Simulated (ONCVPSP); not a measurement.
**Building the ONCV potential for Ga (PBE, scalar-relativistic).**

Input for ONCVPSP 4.0.1:

```
# ATOM AND REFERENCE CONFIGURATION
# atsym  z   nc   nv     iexc    psfile
  Ga 31.00    6    2        4      upf
#
#   n    l    f
    1    0    2.00
    2    0    2.00
    2    1    6.00
    3    0    2.00
    3    1    6.00
    3    2   10.00
    4    0    1.75
    4    1    1.25
#
# PSEUDOPOTENTIAL AND OPTIMIZATION
# lmax
    1
#
#   l,   rc,      ep,       ncon, nbas, qcut
    0    1.45    0.00    4    8    5.40
    1    2.60    0.00    4    8    2.80
#
# LOCAL POTENTIAL
# lloc, lpopt,  rc(5),   dvloc0
    4    5    1.00    0.00
#
# VANDERBILT-KLEINMAN-BYLANDER PROJECTORs
# l, nproj, debl
    0    1    1.80
    1    2    3.20
#
# MODEL CORE CHARGE
# icmod, fcfact, rcfact
    1    0.30    0.00
#
# LOG DERIVATIVE ANALYSIS
# epsh1, epsh2, depsh
   -2.00    5.00    0.02
#
# OUTPUT GRID
# rlmax, drl
    6.00    0.01
#
# TEST CONFIGURATIONS
# ncnf
    4
# nvcnf
#   n    l    f
    2
    4    0    2.00
    4    1    1.00
#
    2
    4    0    2.00
    4    1    0.00
#
    2
    4    0    1.00
    4    1    0.00
#
    2
    4    0    0.00
    4    1    3.00
#
```

Command:

```bash
oncvpsp.x < Ga.dat > Ga.out
```

The program printed (shortened: citation, most of the input echo, consistency checks and plot data are left out):

```
ONCVPSP  (Optimized Norm-Conservinng Vanderbilt PSeudopotential)
scalar-relativistic version 4.0.1

#   n    l    f        energy (Ha)
    1    0    2.00    -3.7596299E+02
    2    0    2.00    -4.6407468E+01
    2    1    6.00    -4.0399411E+01
    3    0    2.00    -5.4621266E+00
    3    1    6.00    -3.6516038E+00
    3    2   10.00    -7.2202106E-01
    4    0    1.75    -3.3962037E-01
    4    1    1.25    -1.0228636E-01

Reference configufation results
  iterations    30
  all-electron total energy (Ha)   -1.94387887D+03

Begin loop to  construct optimized pseudo wave functions
and semi-local pseudopoentials for all angular momenta

Calculating optimized projector #   1

 for l=   0

    Fraction of norm inside rc  0.142661
    Optimizing pswf for qcut=   5.39 a_B^-1,  ecut=  14.55 Ha

optimize: ERROR ps0norm > uunorm, code will stop
```

The run stopped because the continuity conditions at rc already need more norm inside rc than the all-electron wave has, so norm conservation cannot be met.

The run took about 0.29 s on one core of a shared server CPU.
